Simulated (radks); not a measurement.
Fractional charge and spin in the 5p shell of barium: the spin-up occupation runs from 2 to 3 and the spin-down occupation from 2 to 3; the fullest corner is Ba+, [Kr] 4d10 5s2 6s(up 0.5, down 0.5) 5p(up 3, down 3). All-electron calculation, scalar-relativistic Kohn-Sham, r2SCAN, spin-polarised, spherical densities, finite nucleus; meta-GGA in the generalised Kohn-Sham scheme; Fermi nuclear charge, rms radius of each element as measured or else 0.836 A^(1/3) + 0.57 fm. Program: a radial shooting solver on a logarithmic mesh with Libxc functionals. Energy (eV) minus the two flat planes that join the four corners (they meet along the diagonal where the two added fractions sum to one electron); zero is where a piecewise linear energy would lie.

down \ up       2     2.5       3
2           0.000  -1.316   0.000
2.5        -1.316   0.277  -1.218
3           0.000  -1.218   0.000

Corners above the fullest one (they belong to Ba2+ and the next ion): (up 3, down 2) 29.838 eV, (up 2, down 3) 29.838 eV, (up 2, down 2) 70.932 eV. With half an added electron in each spin the energy lies 0.277 eV from the planes, and with half an added electron in spin up alone -1.316 eV. The planes are only a guide here: the flat-plane condition holds for ground states with one frontier orbital, while this shell lies below other occupied shells, so the corners above the fullest one are inner-hole states and not the ground states of those ions.
